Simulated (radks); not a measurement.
All-electron atom: Ga22+ in [He] 2s2 2p5. Method: scalar-relativistic Kohn-Sham, LB94 model potential, spin-polarised, spherical densities, finite nucleus; open shells are filled with parallel spins first; Fermi nuclear charge, rms radius 3.9973 fm; computed with a radial shooting solver on a logarithmic mesh with Libxc functionals. Some entries of the table are withheld. Estimate them.

| orbital | occ. | eigenvalue (hartree) | r(max) (bohr) |
|---|---|---|---|
| 1s down | 1 | (1) | 0.03177 |
| 1s up | 1 | (2) | 0.03177 |
| 2s up | 1 | (3) | (4) |
| 2s down | 1 | (5) | (6) |
| 2p up | 3 | -78.18214 | 0.1430 |
| 2p down | 2 | -77.87131 | 0.1430 |

Answer. 
(1) 1s down eigenvalue (hartree): -418.8571
(2) 1s up eigenvalue (hartree): -418.8024
(3) 2s up eigenvalue (hartree): -83.52946
(4) 2s up r(max) (bohr): 0.1797
(5) 2s down eigenvalue (hartree): -83.21975
(6) 2s down r(max) (bohr): 0.1798
